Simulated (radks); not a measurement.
Task: Excited configurations of neutral tin: one electron is placed in a higher orbital outside [Kr] 4d10 5s2 5p1. The ground configuration is [Kr] 4d10 5s2 5p2. All-electron calculation, Dirac Kohn-Sham, PBE, spin-unpolarised, spherical densities, point nucleus; open shells fill j = l - 1/2 first. Program: a radial shooting solver on a logarithmic mesh with Libxc functionals. Excitation = E - E(ground); binding = E(ion) - E, where the ion is the core of charge +1; n* = 1/sqrt(2 binding) in atomic units, and the quantum defect is n - n*.

outer orbital  excitation (eV)  binding (eV)     n*  quantum defect  eigenvalue (eV)  <r> (bohr)
5f5/2                    6.459         0.636  4.625           0.375           -0.366       29.00
6d3/2                    5.958         1.137  3.459           2.541           -0.619       16.58
6f5/2                    6.634         0.461  5.433           0.567           -0.288       43.44
7s1/2                    5.577         1.518  2.993           4.007           -0.926       14.47
7p1/2                    5.917         1.178  3.399           3.601           -0.705       17.89
7f5/2                    6.746         0.349  6.244           0.756           -0.230       61.23

Estimate the row for 6s1/2.

Result: excitation (eV) 4.074; binding (eV) 3.021; n* 2.122; quantum defect 3.878; eigenvalue (eV) -1.719; <r> (bohr) 7.163. The Delta-SCF ionisation energy is 7.095 eV (NIST Atomic Spectra Database: 7.344 eV, measured). Self-interaction in the functional shifts the binding energies and quantum defects, so they are the method's values and not measured ones. Spin polarisation and multiplet splitting are left out, so open shells lie too high by an amount that depends on their filling.

Beside tabulated values, note that spin-unpolarised runs miss the spin-polarisation part of the exchange energy of open shells.
